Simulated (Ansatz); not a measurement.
AlH5Se (`[AlH3-][SeH2+]`). Total charge 0; spin multiplicity 1.

```xyz
7

Al   -0.3189    0.8595    0.7023
Se    0.2663   -0.6872   -1.3908
H     0.7282    2.0032    0.3246
H    -1.8507    1.0560    0.3000
H     0.0409   -0.1512    1.8829
H     1.5579   -1.1841   -0.8976
H    -0.4237   -1.8962   -0.9214
```

Question: What are the harmonic wavenumbers in cm⁻¹ at PBE0-D4/def2-TZVP (Ansatz, finite differences of forces, unscaled)? (Best estimate.)

Answer: Ansatz gave: 119, 189, 258, 296, 489, 551, 711, 762, 766, 1055, 1880, 1881, 1886, 2446, 2458.

Question: Is this a minimum?

Answer: Yes, all 15 modes are real.

Question: Give the ideal-gas thermochemistry at 298.15 K and 1 bar (rigid rotor, harmonic oscillator; point group Cs, symmetry number 1).

Answer: Zero-point energy 94.2 kJ/mol; H(298) − E = 111.8 kJ/mol; entropy 312.9 J/(mol·K), of which translation 167.6, rotation 101.2, vibration 44.1; G(298) − E = 18.5 kJ/mol.
